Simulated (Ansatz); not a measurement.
Species: C2HO, charge 0, doublet. C2HO (SMILES OC#[C], doublet).
B3LYP-D3(BJ)/def2-TZVP minimum from Ansatz (a quantum-chemistry and plane-wave program):
```xyz
4

C      1.4687    -0.1022    -0.1775
C      0.2013    -0.0129    -0.0178
O     -1.0660     0.1572     0.0754
H     -1.4922    -0.5665     0.5690
```
Charge 0, spin multiplicity 2.

Atomisation energy term by term, kcal/mol (programs: Ansatz). UHF or UKS for unpaired electrons; spin-orbit terms are left out. Correlated methods leave the cores frozen. Rows without X2C or -DK are non-relativistic. CBS(X,Y): correlation extrapolated as X^-3, Hartree-Fock from the larger set. A bracket is a step between two methods taken in the basis named. '+ core + X2C': CCSD(T) terms for core correlation (cc-pwCVTZ) and scalar relativity (cc-pVTZ-DK). For partners of very few electrons the exact lower level stands in for a higher one.

```
term                               basis  kcal/mol
------------------  --------------------  --------
Hartree-Fock                     cc-pVQZ    229.81
CCSD correlation    CBS(cc-pVTZ,cc-pVQZ)    121.99
(T)                 CBS(cc-pVTZ,cc-pVQZ)     11.64
CCSDT(Q) - CCSD(T)               cc-pVTZ      0.62
core correlation               cc-pwCVTZ      1.97
scalar relativity        X2C, cc-pVTZ-DK     -0.44
sum: De                                      365.6
```

The step beyond CCSD(T) by other levels: CCSDT(Q) in cc-pVDZ 1.09 kcal/mol.
